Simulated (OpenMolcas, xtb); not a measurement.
**A ladder of methods for SiH3O4 (SMILES [O][Si](O)(O)O)**

The species is SiH3O4 (8 atoms), meant as a doublet with charge 0. As SMILES, `[O][Si](O)(O)O`. Geometry: relaxed at PBE0-D4/def2-TZVP. This is one conformer, not always the lowest.

```xyz
8

O    -1.4176    0.2478    1.1930
Si   -0.1958    0.0587    0.0910
O     1.1171   -0.0673    1.0498
O    -0.2499    1.3391   -0.9027
O    -0.2663   -1.2635   -0.8497
H     1.2714    0.6330    1.6867
H    -0.0940    1.1731   -1.8338
H    -0.1650   -2.1208   -0.4343
```

Each level gives the dipole moment (D). The values are calculated.

```
                                level            kind     program  value (D)   CPU time
                             GFN1-xTB  semi-empirical         xtb       3.71  under 2 s
     UHF/6-31G* (spherical functions)    Hartree–Fock  OpenMolcas       1.47        8 s
  USVWN5/6-31G* (spherical functions)             LDA  OpenMolcas       2.33       22 s
U-revPBE/6-31G* (spherical functions)             GGA  OpenMolcas       2.07       38 s
    UPBE/6-31G* (spherical functions)             GGA  OpenMolcas       2.12       37 s
   UTPSS/6-31G* (spherical functions)        meta-GGA  OpenMolcas       2.00       51 s
  UB3LYP/6-31G* (spherical functions)   global hybrid  OpenMolcas       1.76       42 s
   UPBE0/6-31G* (spherical functions)   global hybrid  OpenMolcas       1.69       39 s
```

The values span 1.47 to 3.71 D. Magnitudes only. CPU times are rough (shared hosts, several kinds of processor): they show what a rung costs within a factor of a few.
